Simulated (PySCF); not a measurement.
## [Pb(OH)3]+ at several levels of theory

Computed with PySCF 2.14.0 (density fitting, no spin-orbit coupling) at the geometry relaxed with r2SCAN:

```xyz
7
[Pb(OH)3]+ (singlet)
Pb    0.0000    0.0000    0.0645
O     2.0217   -0.3475    0.0660
H     2.5113    0.5018    0.0654
O    -0.7099    1.9246    0.0660
H    -1.6902    1.9239    0.0654
O    -1.3119   -1.5771    0.0660
H    -0.8211   -2.4257    0.0654
```

| level | basis | state | HOMO (eV) | gap (eV) | charge on Pb1 (e) | dipole about the centre of mass (D) | largest force component (eV/Å) |
| --- | --- | --- | --- | --- | --- | --- | --- |
| r2SCAN | Pb def2-SVP with ECP60, O def2-SVP, H def2-SVP | singlet | -13.62 | 2.68 | 1.26 | 0.01 | 0.01 |
| TPSSh | the same | singlet | -14.01 | 3.46 | 1.25 | 0.01 | 0.12 |
| PBE | the same | singlet | -13.14 | 2.20 | 1.14 | 0.01 | 0.48 |
| wB97X | the same | singlet | -17.51 | 9.40 | 1.30 | 0.01 | 0.72 |
| r2SCAN | Pb def2-TZVP with ECP60, O def2-TZVP, H def2-TZVP | singlet | -13.77 | 2.73 | 1.36 | 0.01 | 0.54 |
| r2SCAN | Pb x2c-SVPall, O x2c-SVPall, H x2c-SVPall | singlet | -13.62 | 2.63 | 1.31 | 0.01 | 0.34 |

Charges are Mulliken's, which hang on the basis. The relaxation used the grid (50, 194), these runs (75, 302) or, all-electron (x2c bases, spin-free X2C Hamiltonian), (99, 590).

Question: What does HF with Pb def2-SVP with ECP60, O def2-SVP, H def2-SVP give here?

Answer: state singlet, HOMO (eV) -19.02, gap (eV) 12.55, charge on Pb1 (e) 1.67, dipole about the centre of mass (D) 0.01, largest force component (eV/Å) 1.72. Time: 1.4 s on 2 threads of Arm Neoverse V1, with other jobs on the host, from an already converged density.

In the first row's basis the gap widens with exact exchange: 2.2 to 2.7 eV for PBE, r2SCAN (none); 3.5 eV for TPSSh (a fixed share); 9.4 to 12.6 eV for wB97X, Hartree–Fock (rising or full at long range).

No frequency check is given that shows the relaxed geometry to be a minimum.
